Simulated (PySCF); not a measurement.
# How the method moves the HOMO and LUMO of `CCC([SiH3])([SiH3])[SiH3]`

Species: C₃H₁₄Si₃.
Structure used (PBE0-D3(BJ)/def2-SVP), in Å, numbered top down from 1:
```
atom  x, y, z in Å
C1    -2.2954   -0.1145   -0.6252
C2    -0.9196   -0.7221   -0.8633
C3     0.2451   -0.0914   -0.0520
Si4    0.4937    1.7406   -0.4721
Si5    1.8379   -1.0078   -0.5186
Si6   -0.0040   -0.2892    1.8171
H7    -2.3231    0.9552   -0.8864
H8    -2.6068   -0.2025    0.4277
H9    -3.0545   -0.6235   -1.2377
H10   -0.6828   -0.6540   -1.9408
H11   -0.9657   -1.8038   -0.6403
H12   -0.5886    2.6056    0.0916
H13    1.7977    2.2181    0.0826
H14    0.5073    1.9086   -1.9599
H15    2.0752   -0.8801   -1.9914
H16    1.6939   -2.4618   -0.1909
H17    3.0207   -0.4615    0.2119
H18   -0.3844   -1.7059    2.1172
H19   -1.0756    0.6102    2.3464
H20    1.2649    0.0360    2.5382
```

Basis pcSseg-1 throughout (PySCF), one geometry. Geometry: PBE0-D3(BJ)/def2-SVP; no solvent, vibrations or thermal averaging.

Task: How do the orbital energies, the gap and the dipole change with the method?

Result: 
| method | kind | HOMO (eV) | LUMO (eV) | gap (eV) | μ (D) | SCF cycles |
| --- | --- | --- | --- | --- | --- | --- |
| BLYP | GGA | -7.03 | -0.44 | 6.59 | 0.98 | 14 |
| B97-D | GGA | -7.15 | -0.45 | 6.70 | 1.01 | 14 |
| OPBE | GGA | -7.15 | -0.39 | 6.76 | 1.03 | 15 |
| PBE | GGA | -7.17 | -0.65 | 6.52 | 1.01 | 14 |
| KT2 | GGA | -7.23 | -0.83 | 6.40 | 0.98 | 14 |
| LDA | LDA | -7.24 | -0.95 | 6.29 | 1.00 | 13 |
| KT3 | GGA | -7.26 | -0.59 | 6.68 | 0.96 | 14 |
| BP86 | GGA | -7.27 | -0.72 | 6.55 | 1.03 | 13 |
| B97-2 | global hybrid | -8.13 | 0.22 | 8.36 | 1.00 | 13 |
| B3LYP | global hybrid | -8.16 | 0.03 | 8.20 | 0.98 | 13 |
| PBE0 | global hybrid | -8.37 | 0.17 | 8.54 | 1.00 | 12 |
| mPW1PW91 | global hybrid | -8.40 | 0.20 | 8.60 | 1.00 | 12 |
| BHandHLYP | global hybrid | -9.48 | 1.11 | 10.59 | 0.96 | 12 |
| CAM-B3LYP | range-separated hybrid | -9.67 | 1.24 | 10.91 | 0.94 | 12 |
| wB97X-D | range-separated hybrid | -10.19 | 1.92 | 12.11 | 0.98 | 12 |
| LC-wPBE | range-separated hybrid | -11.00 | 2.33 | 13.33 | 0.96 | 12 |
| HF | Hartree–Fock | -11.25 | 3.38 | 14.63 | 1.00 | 10 |

The HOMO spans 4.21 eV, from BLYP down to HF, and the gap runs from 6.29 eV (LDA) to 14.63 eV (HF). Over the methods BLYP (0 %), B97-D (0 %), OPBE (0 %), PBE (0 %), KT2 (0 %), LDA (0 %), KT3 (0 %), BP86 (0 %), B97-2 (21 %), B3LYP (20 %), PBE0 (25 %), mPW1PW91 (25 %), BHandHLYP (50 %), HF (100 %), a straight line through the gap against the share of exact exchange rises by 0.81 eV for each 10 % (correlation coefficient 0.999). The dipole ranges from 0.94 D (CAM-B3LYP) to 1.03 D (OPBE). This basis has no diffuse functions.
